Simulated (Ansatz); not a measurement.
CH5Si (SMILES [CH2-][SiH3]), charge -1, singlet, at a GFN2-xTB geometry (a gas-phase anion, which may not be bound at this level); B3LYP/6-31G* run with Ansatz (a first-principles code).

Ansatz was given this input:
Ansatz 0.2 input:
```yaml
crystal:
  periodic: [false, false, false]
  atoms:
    - {symbol: C, position_ang: [-0.01988719, -0.09948217, -1.26656962]}
    - {symbol: Si, position_ang: [0.00791311, 0.00755088, 0.53010163]}
    - {symbol: H, position_ang: [-0.91126202, 0.34846772, -1.73680870]}
    - {symbol: H, position_ang: [0.86775006, 0.32705096, -1.76305989]}
    - {symbol: H, position_ang: [0.03655798, 1.22911263, 1.47473221]}
    - {symbol: H, position_ang: [-1.18943448, -0.69231292, 1.11923128]}
    - {symbol: H, position_ang: [1.20492807, -0.72113763, 1.08389994]}
basis:
  gaussian:
    orbitals: 6-31G*
hamiltonian:
  xc: b3lyp
total_charge: -1
output: {forces: true}
```

Q: What does Ansatz print? Leave out banner, timings and long lists.

A: 
```
Functional definition: B3LYP
468 factors; integrals over basis functions are off by at most 9.4e-4 eV
mean field evaluation 1: about -8992.6882 eV, gradient 2.8e1 eV
mean field evaluation 2: about -8988.3742 eV, gradient 4.5e1 eV
mean field evaluation 4: about -8994.7230 eV, gradient 3.6e-1 eV
mean field evaluation 8: about -8994.7185 eV, gradient 2.1e-2 eV
mean field -8994.71849320 eV, -330.5498077858 hartree, gradient 6.5e-5 eV, S^2 0.000000; 0 other end points of the search recorded, 0 dependent functions left out
the calculation of the forces begins
reference -8994.71871216 eV, -330.5498158324 hartree; 13, 13 occupied and 31, 31 virtual orbitals, 468 factors
Total energy: -8994.71871216 eV, -330.5498158324 hartree
Atom 0 at    -0.019887    -0.099482    -1.266570 Å, force     0.003262     0.274684    -0.003015 eV/Å
Atom 1 at     0.007913     0.007551     0.530102 Å, force    -0.009343    -0.172164    -0.492674 eV/Å
Atom 2 at    -0.911262     0.348468    -1.736809 Å, force    -0.056174    -0.066926     0.015841 eV/Å
Atom 3 at     0.867750     0.327051    -1.763060 Å, force     0.054990    -0.068265     0.014200 eV/Å
Atom 4 at     0.036558     1.229113     1.474732 Å, force     0.004243     0.205337     0.120038 eV/Å
Atom 5 at    -1.189434    -0.692313     1.119231 Å, force    -0.172058    -0.084243     0.175366 eV/Å
Atom 6 at     1.204928    -0.721138     1.083900 Å, force     0.175079    -0.088422     0.170243 eV/Å
Dipole moment:     0.004948     0.199256     0.172768 e Å
```
